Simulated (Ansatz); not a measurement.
C$_{5}$H$_{13}$Cl$_{2}$NOZr, SMILES `C[O][Zr]([Cl])([Cl])[NH]C(C)(C)C`. The species carries charge 0 and has multiplicity 1. Correlated methods include outer-core shells of Zr, which these sets cover unevenly. Zr takes the def2 core potential.

```xyz
23

C    -1.0626    2.9252   -1.7240
O    -0.4699    2.4500   -0.5562
Zr    0.3430    1.9619    1.0726
Cl   -0.9895    2.6085    2.9277
Cl    2.5126    2.9044    1.2693
N     0.5309   -0.0315    1.1110
C     0.2472   -1.2174    0.3054
C    -0.6883   -2.1411    1.0831
C     1.5566   -1.9418   -0.0014
C    -0.4188   -0.7905   -0.9946
H    -1.9724    3.4837   -1.4864
H    -1.3242    2.0855   -2.3753
H    -0.3717    3.5836   -2.2581
H     0.9738   -0.3220    1.9838
H    -0.2295   -2.4520    2.0259
H    -1.6248   -1.6297    1.3145
H    -0.9151   -3.0420    0.5072
H     1.3761   -2.8384   -0.5998
H     2.0544   -2.2493    0.9225
H     2.2361   -1.2868   -0.5504
H    -1.3582   -0.2675   -0.7991
H    -0.6389   -1.6654   -1.6092
H     0.2332   -0.1274   -1.5686
```

(1) Give the diagnostics of a CCSD(T)/def2-TZVPP run (frozen core, Ansatz 0.2.0). (Estimate.)

Answers

(1) Computed: T1 = 0.0145, largest single amplitude 0.039, largest double 0.030, (T) share of the correlation energy 4.2 %, 12 CCSD cycles. The RHF solution is stable towards an unrestricted one. T1 lies under the customary mark of 0.02 for closed shells.
